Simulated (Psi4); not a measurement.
Complex: SiH4 (SMILES [SiH4]) (first 5 atoms) with H2 (SMILES [H][H]); geometry from B3LYP-D3(BJ)/def2-TZVP, rigid monomers moved along the line of their centres of mass till Si1···H6 is 3.89 Å.
(charge 0, multiplicity 1):
| atom | x (Å) | y (Å) | z (Å) |
|---|---|---|---|
| Si | 0.0498 | 0.0563 | -0.0127 |
| H | 0.1179 | 0.1442 | -1.4887 |
| H | -1.3364 | -0.2575 | 0.4014 |
| H | 0.4589 | 1.3497 | 0.5799 |
| H | 0.9584 | -1.0114 | 0.4624 |
| H | -0.1266 | -0.1457 | 3.8650 |
| H | -0.1667 | -0.1854 | 4.6067 |

All values below come from SAPT0/jun-cc-pV(D+d)Z (Psi4 1.11).

Give the four SAPT terms and the total, and say what mostly holds the pair together.

electrostatics 2.4, exchange 2.4, induction -0.4, dispersion -5.0, total -0.5 meV; the largest attraction is dispersion.
